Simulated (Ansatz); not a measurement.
Reaction (homolysis of the C–I bond): `IC1C=C1` → `[CH]1C=C1`• + I•

Program: Ansatz. Geometries: PBE0-D4/def2-TZVP. ΔE: electronic, gas phase. CBS: MP2 limit from def2 TZ/QZ plus the TZ coupled-cluster correction, frozen cores. Functionals use def2-TZVPP. B3LYP here is the variant with VWN-RPA as its local correlation; programs differ in this. HSE06 is defined as in plane-wave codes. Open shells (•) are unrestricted, without spin–orbit coupling. Spin–orbit coupling would lower the free atoms: strongly for I. def2 core potentials past Kr. For I outer-core shells are correlated without core-valence functions, so the limit isn't a true one: a few kJ/mol of doubt a bond, and 10 to 20 or more in all where bonds break to atoms.

```csv
level,ΔE (kcal/mol),difference from CCSD(T)/CBS
LDA (SPW92),82.4,13.0
PBE-D4,69.3,-0.1
BLYP-D4,64.9,-4.5
r2SCAN-D4,64.2,-5.2
B97M-V,64.1,-5.3
B3LYP-D4,63.6,-5.8
r2SCANh-D4,63.2,-6.2
r2SCAN0-D4,61.7,-7.7
BHLYP-D4,59.4,-10.0
ωB97X-V,64.6,-4.8
ωB97M-V,64.2,-5.2
B2PLYP,63.6,-5.8
PBE,67.4,-2.0
revPBE,62.3,-7.1
BLYP,60.8,-8.6
r2SCAN,63.8,-5.6
PBE0,64.5,-4.9
B3LYP,60.4,-9.0
r2SCANh,62.7,-6.7
r2SCAN0,61.1,-8.3
HSE06,64.7,-4.7
BHLYP,56.6,-12.8
CAM-B3LYP,60.0,-9.4
LC-ωPBE,59.9,-9.5
RPA@PBE/def2-TZVPP,58.9,-10.5
HF/def2-SVP,33.9,-35.5
MP2/def2-SVP,63.8,-5.6
CCSD/def2-SVP,57.4,-12.0
CCSD(T)/def2-SVP,59.9,-9.5
HF/def2-TZVPP,34.5,-34.9
MP2/def2-TZVPP,71.4,2.0
SCS-MP2/def2-TZVPP,67.9,-1.5
CCSD/def2-TZVPP,61.4,-8.0
CCSD(T)/def2-TZVPP,65.3,-4.1
HF/def2-QZVPP,34.4,-35.0
MP2/def2-QZVPP,73.8,4.4
SCS-MP2/def2-QZVPP,70.4,1.0
HF/CBS(def2),34.4,-35.0
MP2/CBS(def2),75.5,6.1
CCSD/CBS(def2),65.6,-3.8
CCSD(T)/CBS,69.4,0
```

Largest T1 diagnostic among the species: 0.012.

The D4 term adds +3.2 kcal/mol with B3LYP and +1.6 kcal/mol with PBE0; it sums over pairs of atoms, weighted by their polarisabilities, and B3LYP, whose exchange is more repulsive, gets the larger term. From PBE to PBE0 (25 % exact exchange), in def2-TZVPP and without D4, ΔE moves by −3.0 kcal/mol: exact exchange takes away binding that semilocal exchange gives to molecules. Leaving LDA and LC-ωPBE aside and taking each functional with its dispersion term where it has one, the values spread over 9.9 kcal/mol, from BHLYP-D4 to PBE-D4. LDA lies +15.0 kcal/mol from PBE without D4, its usual overbinding.

CCSD(T)/CBS has its own doubt, a few kJ/mol and more with outer-core shells, so smaller differences from it don't rank the levels.
